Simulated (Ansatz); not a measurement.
Results of the Gaussian-basis code of Ansatz.

F$_{2}$GaH$_{3}$OSi, SMILES `[F][Ga]([F])[O][SiH3]` at its PBE0-D4/def2-TZVP geometry, where that method's forces vanish. Total charge 0; spin multiplicity 1.

| atom | x (Å) | y (Å) | z (Å) |
| --- | --- | --- | --- |
| F1 | 1.0935 | 2.0038 | -1.3873 |
| Ga2 | 0.5486 | 0.3755 | -1.6241 |
| F3 | 0.7030 | -0.2910 | -3.2105 |
| O4 | -0.1316 | -0.5688 | -0.3254 |
| Si5 | -0.4734 | -0.4083 | 1.2755 |
| H6 | -1.3861 | 0.7432 | 1.4998 |
| H7 | 0.7755 | -0.1931 | 2.0521 |
| H8 | -1.1296 | -1.6612 | 1.7199 |

For each bond, give half the difference of the two atoms' forces along it (eV/Å; positive pushes the atoms apart) under PBE-D4, r2SCAN-D4, B3LYP-D4, ωB97M-V in def2-TZVPP. (Best estimate.)

The calculation gave: 
```tsv
bond	length (Å)	PBE-D4	r2SCAN-D4	B3LYP-D4	ωB97M-V
F1–Ga2	1.733	0.33	0.00	0.17	0.06
Ga2–F3	1.728	0.35	0.00	0.15	0.05
Ga2–O4	1.744	0.03	0.01	0.04	0.01
O4–Si5	1.645	0.25	0.06	0.10	0.13
Si5–H6	1.486	0.00	-0.03	-0.09	-0.12
Si5–H7	1.486	0.01	-0.03	-0.09	-0.12
Si5–H8	1.483	0.06	-0.02	-0.10	-0.15
```

B3LYP here is the variant with VWN-RPA as its local correlation; programs differ in this.
